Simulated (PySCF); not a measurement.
**Be²⁺ (beryllium, charge +2): UHF calculation**

Configuration: 1s2, closed-shell 1S. Computed with PySCF 2.14 in aug-cc-pVDZ-DK (4s3p2d, 23 functions), with the spin-free X2C one-electron Hamiltonian (Gaussian nucleus).

- Total energy: -13.613159 hartree
- One-electron energy: -15.8886 hartree
- Hartree (Coulomb) energy: 4.5510 hartree
- Exchange energy: -2.2755 hartree
- ⟨S²⟩: 0.0000
- ⟨L²⟩: 0.000
- Sum of ⟨r⟩: 0.8288 bohr
- Sum of ⟨r²⟩: 0.4642 bohr²
- Langevin diamagnetic susceptibility: -0.368 ×10⁻⁶ cm³/mol

| shell | electrons | mean orbital energy (hartree) | rms radius, mean of both spins (bohr) |
| --- | --- | --- | --- |
| 1s | 2 | -5.66884 | 0.482 |
